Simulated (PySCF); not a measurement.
C2H4F, SMILES C[CH]F, multiplicity 2. Geometry: PBE-D3(BJ)/def2-TZVP. The isomer is the one that the SMILES or the coordinates give; other isomers of the formula were not compared.

Computed equilibrium geometry at PBE-D3(BJ)/def2-TZVP (PySCF confirms it by a frequency run) as bond lengths and angles:
Atoms: C1 C2 F3 H4 H5 H6 H7. Bonded distances (Å): C1–C2 1.475, C1–H4 1.099, C1–H5 1.109, C1–H6 1.102, C2–F3 1.361, C2–H7 1.092. Angles (°): C2–C1–H4 109.7, C2–C1–H5 112.4, C2–C1–H6 111.3, H4–C1–H5 107.8, H4–C1–H6 108.5, H5–C1–H6 107.0, C1–C2–F3 115.8, C1–C2–H7 124.6, F3–C2–H7 112.5.
Charge 0, spin multiplicity 2.
